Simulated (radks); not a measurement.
Species: As2+. Configuration: [Ar] 3d8.5 4s1.5 4p3 (fractional occupations, a model configuration). All-electron calculation, non-relativistic Kohn-Sham, r2SCAN, spin-polarised, spherical densities, point nucleus; open shells are filled with parallel spins first; meta-GGA in the generalised Kohn-Sham scheme. Program: a radial shooting solver on a logarithmic mesh with Libxc functionals.

Unscreened Slater integrals over Kohn-Sham orbitals (eV). They are taken over the spin-up orbitals.

\begin{tabular}{lr}
integral & value \\ \hline
F0(4p,4p) & 12.638 \\
F2(4p,4p) & 6.7356 \\
F0(4p,4s) & 13.371 \\
G1(4p,4s) & 9.0835 \\
F0(4p,3d) & 16.285 \\
F2(4p,3d) & 3.5179 \\
G1(4p,3d) & 1.2004 \\
G3(4p,3d) & 1.1061 \\
F0(4p,3p) & 16.345 \\
F2(4p,3p) & 3.3586 \\
G0(4p,3p) & 0.83795 \\
G2(4p,3p) & 0.97589 \\
F0(4s,4s) & 14.280 \\
F0(4s,3d) & 18.120 \\
G2(4s,3d) & 1.5584 \\
F0(4s,3p) & 18.200 \\
G1(4s,3p) & 1.2395 \\
F0(3d,3d) & 39.359 \\
F2(3d,3d) & 18.863 \\
F4(3d,3d) & 11.872 \\
F0(3d,3p) & 39.657 \\
F2(3d,3p) & 19.083 \\
G1(3d,3p) & 23.039 \\
G3(3d,3p) & 14.310 \\
F0(3p,3p) & 40.346 \\
F2(3p,3p) & 20.288 \\
\end{tabular}

Derived for the open shells (J is the average intra-shell exchange parameter used in DFT+U). 3d: Racah B = F2/49 - 5 F4/441 = 0.2503 eV, C = 35 F4/441 = 0.9422 eV, C/B = 3.76, F4/F2 = 0.629, J = (F2 + F4)/14 = 2.195 eV. 4p: J = F2/5 = 1.347 eV.
